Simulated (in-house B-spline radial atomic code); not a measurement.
Successive ionisation energies of bismuth; each step leads to the configuration of the next row (after the last: [Ne] 3s2 3p6). NIST's values go from ground level to ground level; the uncertainty of those that are theory runs from under 0.1 % in few-electron ions to several per cent in heavy many-electron ones. Computed with a B-spline radial code for spherical atoms: non-relativistic Hartree-Fock, average of the configuration, point nuclei.

This level leaves out relativity, spin-orbit splitting included, which matters for heavy ions.

```csv
ion,configuration,ionisation energy (eV),tabulated value (eV),computed minus tabulated (eV),highest orbital,largest mean radius (bohr)
Bi53+,[Ar] 3d10 4s2,3073.6,3329,-255,4s,0.36236
Bi54+,[Ar] 3d10 4s1,3140.7,3401.8,-261,4s,0.36073
Bi55+,[Ar] 3d10,5626.9,5599,28,3d,0.18723
Bi56+,[Ar] 3d9,?,?,?,?,?
Bi57+,[Ar] 3d8,5924.8,5892,33,3d,0.18557
Bi58+,[Ar] 3d7,6075.9,6054,22,3d,0.18475
Bi59+,[Ar] 3d6,?,?,?,?,?
Bi60+,[Ar] 3d5,6382.7,6358,25,3d,0.18312
Bi61+,[Ar] 3d4,?,?,?,?,?
Bi62+,[Ar] 3d3,6695.3,6804,-109,3d,0.18152
Bi63+,[Ar] 3d2,6853.9,6977,-123,3d,0.18073
Bi64+,[Ar] 3d1,7013.9,7137,-123,3d,0.17994
```

Task: Fill in the row of Bi56+.

Result: ionisation energy (eV): 5775.1; tabulated value (eV): 5740; computed minus tabulated (eV): 35; highest orbital: 3d; largest mean radius (bohr): 0.1864.

Task: Fill in the row of Bi59+.

Result: ionisation energy (eV): 6228.5; tabulated value (eV): 6208; computed minus tabulated (eV): 21; highest orbital: 3d; largest mean radius (bohr): 0.18393.

Task: Fill in the row of Bi61+.

Result: ionisation energy (eV): 6538.3; tabulated value (eV): 6648; computed minus tabulated (eV): -110; highest orbital: 3d; largest mean radius (bohr): 0.18232.

Task: Where is the largest jump?

Result: From Bi54+ to Bi55+, by a factor of 1.79 (3140.7 to 5626.9 eV); the highest orbital goes from 4s to 3d.
